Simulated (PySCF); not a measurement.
## Two-component Hartree-Fock for In⁴⁺ (indium, charge +4)

Start: [Kr] 4d9; 4d3/2 filled at m_j = -3/2, -1/2, +1/2, +3/2; 4d5/2 filled at m_j = -3/2, -1/2, +1/2, +3/2, +5/2. Calculated with PySCF 2.14 in x2c-SVPall-2c (6s8p4d, 50 functions): generalised Hartree-Fock with the X2C-1e Hamiltonian and a Gaussian nucleus; one run each with spin-orbit coupling (SO) switched off, then screened by Boettger's factors.

```json
{"spinor shell": "1s1/2", "electrons": "2", "ε, spin-free (eV)": "-28132.5", "ε, screened SO (eV)": "-28130.1", "weight of nominal j (screened SO)": "1.000", "rms radius, screened SO (bohr)": "0.0341"}
{"spinor shell": "2s1/2", "electrons": "2", "ε, spin-free (eV)": "-4348.8", "ε, screened SO (eV)": "-4348.1", "weight of nominal j (screened SO)": "1.000", "rms radius, screened SO (bohr)": "0.139"}
{"spinor shell": "2p1/2", "electrons": "2", "ε, spin-free (eV)": "-3903.1", "ε, screened SO (eV)": "-4049.6", "weight of nominal j (screened SO)": "1.000", "rms radius, screened SO (bohr)": "0.120"}
{"spinor shell": "2p3/2", "electrons": "4", "ε, spin-free (eV)": "-3903.1", "ε, screened SO (eV)": "-3835.9", "weight of nominal j (screened SO)": "1.000", "rms radius, screened SO (bohr)": "0.125"}
{"spinor shell": "3s1/2", "electrons": "2", "ε, spin-free (eV)": "-907.73", "ε, screened SO (eV)": "-907.54", "weight of nominal j (screened SO)": "1.000", "rms radius, screened SO (bohr)": "0.371"}
{"spinor shell": "3p1/2", "electrons": "2", "ε, spin-free (eV)": "-757.95", "ε, screened SO (eV)": "-785.27", "weight of nominal j (screened SO)": "1.000", "rms radius, screened SO (bohr)": "0.364"}
{"spinor shell": "3d3/2", "electrons": "4", "ε, spin-free (eV)": "-525.76", "ε, screened SO (eV)": "-530.57", "weight of nominal j (screened SO)": "0.999", "rms radius, screened SO (bohr)": "0.350"}
{"spinor shell": "3d5/2", "electrons": "6", "ε, spin-free (eV)": "-525.76", "ε, screened SO (eV)": "-522.35", "weight of nominal j (screened SO)": "0.999", "rms radius, screened SO (bohr)": "0.353"}
{"spinor shell": "4s1/2", "electrons": "2", "ε, spin-free (eV)": "-194.91", "ε, screened SO (eV)": "-194.87", "weight of nominal j (screened SO)": "1.000", "rms radius, screened SO (bohr)": "0.903"}
{"spinor shell": "4p1/2", "electrons": "2", "ε, spin-free (eV)": "-147.32", "ε, screened SO (eV)": "-152.96", "weight of nominal j (screened SO)": "0.989", "rms radius, screened SO (bohr)": "0.960"}
{"spinor shell": "4p3/2", "electrons": "4", "ε, spin-free (eV)": "-147.32", "ε, screened SO (eV)": "-144.65", "weight of nominal j (screened SO)": "0.994", "rms radius, screened SO (bohr)": "0.981"}
{"spinor shell": "4d3/2", "electrons": "4", "ε, spin-free (eV)": "-76.170", "ε, screened SO (eV)": "-76.951", "weight of nominal j (screened SO)": "0.915", "rms radius, screened SO (bohr)": "1.23"}
{"spinor shell": "4d5/2", "electrons": "5", "ε, spin-free (eV)": "-76.170", "ε, screened SO (eV)": "-75.576", "weight of nominal j (screened SO)": "0.932", "rms radius, screened SO (bohr)": "1.23"}
```

Where does 3p3/2 lie, and what is the 3p spin-orbit splitting (screened SO)?

At -745.31 eV, 39.958 eV above 3p1/2.

| quantity | spin-free | screened SO |
| --- | --- | --- |
| E (hartree) | -5873.16222 | -5874.42646 |
| M_J | 5/2 | 5/2 |
| ⟨J²⟩ | 8.751 | 8.751 |
| ⟨L²⟩ | 6.001 | 6.014 |
| ⟨S²⟩ | 0.750 | 0.764 |

Each row is a mean over spinors that exchange with the open shell spreads, by up to 6.134 eV (4p3/2).

Breit and QED terms are absent; they matter most for the inner s and p1/2 levels.

Densities and radii are taken from the X2C orbitals without a picture-change correction, which distorts them close to the nucleus.

Without spin-orbit coupling the j labels of p, d and f shells carry no meaning; the spin-free column gives the mean over the occupied spinors of each nl shell.
